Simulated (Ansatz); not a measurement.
Steps of a relaxation of F₃ITi, SMILES `[F][Ti]([F])([F])[I]` with RKS PBE0-D4/def2-TZVP.

```sh
$ ansatz run in.yaml --threads 4 --pin off --events-out ev --progress --plain --max-ram 10444MiB
```

```yaml
crystal:
  periodic: [false, false, false]
  atoms:
    - {symbol: F, position_ang: [-0.868593, -0.566746, 1.462560]}
    - {symbol: Ti, position_ang: [0.029440, -0.171331, 0.027183]}
    - {symbol: F, position_ang: [1.714109, -0.503959, 0.298994]}
    - {symbol: F, position_ang: [-0.537811, -1.150471, -1.292824]}
    - {symbol: I, position_ang: [-0.287244, 2.318907, -0.537313]}
basis:
  gaussian: {orbitals: def2-TZVP}
hamiltonian: {xc: pbe0, dispersion: d4}
relax: {f_tol: 0.005, max_steps: 150}
```

Positions (Å) and forces (eV/Å) along the path, 4 of 4 steps:

```xyz
5
step=1 energy=-39365.3906 eV
F    -0.869   -0.567    1.463    0.057    0.048   -0.107
Ti    0.029   -0.171    0.027   -0.007    0.082   -0.017
F     1.714   -0.504    0.299   -0.117    0.048   -0.023
F    -0.538   -1.150   -1.293    0.032    0.090    0.087
I    -0.287    2.319   -0.537    0.035   -0.268    0.060
5
step=2 energy=-39365.3937 eV
F    -0.871   -0.556    1.461   -0.004    0.003    0.001
Ti    0.029   -0.169    0.027    0.027   -0.177    0.038
F     1.714   -0.491    0.297    0.004    0.003    0.001
F    -0.540   -1.139   -1.296   -0.004    0.001   -0.002
I    -0.282    2.282   -0.530   -0.022    0.169   -0.038
5
step=3 energy=-39365.3950 eV
F    -0.871   -0.558    1.461    0.008    0.003   -0.015
Ti    0.030   -0.173    0.028    0.002   -0.012    0.004
F     1.715   -0.494    0.297   -0.015    0.004   -0.002
F    -0.540   -1.142   -1.296    0.004    0.009    0.013
I    -0.284    2.293   -0.532    0.001   -0.005    0.001
5
step=4 energy=-39365.3950 eV
F    -0.871   -0.558    1.461    0.001    0.000   -0.001
Ti    0.030   -0.173    0.028    0.000    0.000    0.000
F     1.715   -0.494    0.297   -0.001    0.000    0.000
F    -0.541   -1.141   -1.295    0.001    0.000    0.001
I    -0.283    2.293   -0.532    0.000    0.000    0.000
```

Hardware: 4 threads of an Arm Neoverse V1 on a shared host. Wall time 20 s, peak host memory 0.53 GiB.
